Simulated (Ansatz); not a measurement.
Ideal-gas functions of `C[S][Cd][SH]` at 600 K and 1 bar, from an Ansatz frequency run at PBE0-D4/def2-TZVP.

Molar mass 192.59 g/mol, point group C1 (symmetry number 1), electronic degeneracy 1, moments of inertia 38.721, 480.753, 512.753 u Å². Harmonic wavenumbers (cm⁻¹, unscaled): 66, 80, 99, 126, 168, 311, 393, 642, 721, 962, 976, 1348, 1472, 1477, 2706, 3065, 3151, 3157.

Use S(trans) = R[1.5 ln M + 2.5 ln T − 1.1517]; rotational temperatures θ = 24.2544 K / I; S(rot) = R[ln(√π/σ · √(T³/θAθBθC)) + 1.5]; for each mode x = 1.438777 ν̃/T, S = R[x/(eˣ − 1) − ln(1 − e⁻ˣ)] and H = RT x/(eˣ − 1); 1 cm⁻¹ = 0.0119627 kJ/mol; R = 8.31446 J/(mol·K).

Q: By hand: the entropy, in J/(mol·K).

A: Translation 189.0. Rotation: θ = 0.6264, 0.0505, 0.0473 K, giving 124.1. Vibration, mode by mode: 23.65, 22.06, 20.29, 18.30, 15.93, 10.94, 9.11, 5.50, 4.73, 2.99, 2.92, 1.44, 1.13, 1.12, 0.09, 0.04, 0.04, 0.04, in all 140.3. Electronic 0.0. Sum 453.4 J/(mol·K).

Q: By hand: H − E and G − E in kJ/mol, counted from the electronic energy.

A: Zero-point energy ½ × 20920 × 0.0119627 = 125.1; thermal vibration 36.5; translation, rotation and pV give 4 RT = 20.0. H − E = 181.6 kJ/mol, and G − E = 181.6 − 600 × 453.4/1000 = -90.4 kJ/mol.

Vibration gives 31 % of the entropy, 84.3 J/(mol·K) of it from the modes under 150 cm⁻¹: soft modes count most, and the harmonic formula is weakest for them. The sum counts one conformer and one mirror image; others add a mixing term.
